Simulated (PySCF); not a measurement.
Ge: excitation energy

Ge [Ar] 3d10 4s2 4p2 (3P) → Ge [Ar] 3d10 4s1 4p3 (5S), as a difference of total energies. Calculation: PySCF 2.14, in ANO-RCC-VTZP (6s5p3d1f, 43 functions); scalar relativity by spin-free X2C-1e. Correlated levels: valence: [Ar] 3d10 frozen. The calculations carry no spin-orbit coupling.

```
           method  excitation energy (eV)
              UHF                   3.483
    MP2 (valence)                   4.222
SCS-MP2 (valence)                   4.559
   CCSD (valence)                   4.503
CCSD(T) (valence)                   4.524
  CCSDT (valence)                   4.531
```

Q: How much does correlation contribute at CCSD(T) (valence)?

A: 4.524 − (3.483) = 1.041 eV, measured against UHF.

Errors of the correlated levels include the incompleteness of this basis and the frozen core.

For comparison: 5.078 eV (measured; NIST levels, between the centres of gravity of the two terms).
